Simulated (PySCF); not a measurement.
F₃Te (SMILES F[Te+](F)F), charge +1, singlet, at a GFN2-xTB geometry (core potentials on Te). Base run: TPSS/def2-SVP (PySCF).

The PySCF input:
```python
from pyscf import gto, scf, dft

mol = gto.Mole()
mol.atom = '''
    Te   -0.06651998    0.12188136    0.33078461
    F    -1.16789324   -1.07688202   -0.58739142
    F     0.08902262    1.21325728   -1.17845659
    F     1.46320830   -0.84057864   -0.14535195
'''
mol.basis = 'def2-svp'
mol.ecp = {'Te': 'def2-svp'}
mol.charge = 1
mol.verbose = 4
mol.build()

mf = dft.RKS(mol)
mf.xc = 'tpss'
mf.kernel()
```

Variants of this job, named by their change:

| change | ΔE vs base (µEh) | SCF cycles |
|---|---|---|
| base | 0.0 | 10 |
| solver = newton; init_guess = 1e | 0.0 | - |
| diis_space = 2 | 0.0 | 20 |
| init_guess = sap | 0.0 | 15 |
| conv_tol_grad = 1e-7 | 0.0 | 14 |
| init_guess = huckel | 0.0 | 11 |
| init_guess = atom | 0.0 | 10 |
| diis_space = 20 | 0.0 | 10 |
| damp = 0.5; diis_start_cycle = 5 | 0.0 | 14 |
| conv_tol = 1e-12 | 0.0 | 12 |
| diis_space = 4 | 0.0 | 12 |
| level_shift = 1.0 (with mf.max_cycle = 100) | 0.0 | 32 |
| init_guess = mod_huckel | 0.0 | 11 |
